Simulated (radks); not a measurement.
Results of a calculation; reference values are marked as such.
Problem. These are the eigenvalues of the occupied orbitals of an atom or ion with whole-number occupations (eV). Level of theory: scalar-relativistic Kohn-Sham, LDA (Slater exchange, Perdew-Wang correlation), spin-polarised, spherical densities, point nucleus (a radial shooting solver on a logarithmic mesh with Libxc functionals).

orbital  eigenvalue
1s up     -44525.77
1s down   -44524.89
2s up     -8150.089
2s down   -8149.519
2p up     -7413.944
2p down   -7413.384
3s up     -2590.819
3s down   -2589.802
3p up     -2358.002
3p down   -2356.951
3d up     -2042.374
3d down   -2041.432
4s up     -1225.259

Which element is it, and in what charge state? The configuration may be excited. Open shells, if any, are filled with parallel spins first.

Solution. Z = 60, neodymium, charge +31: Nd31+ in [Ar] 3d10 4s1. The list shows which subshells hold electrons but not how many an open one holds; the 1s level, -1636.3 hartree, gives Z - s = 57.2 by -(Z - s)^2/2, which with screening and relativity narrows Z to a few neighbours, and the depths of the outer levels then fix element, charge and occupations together.
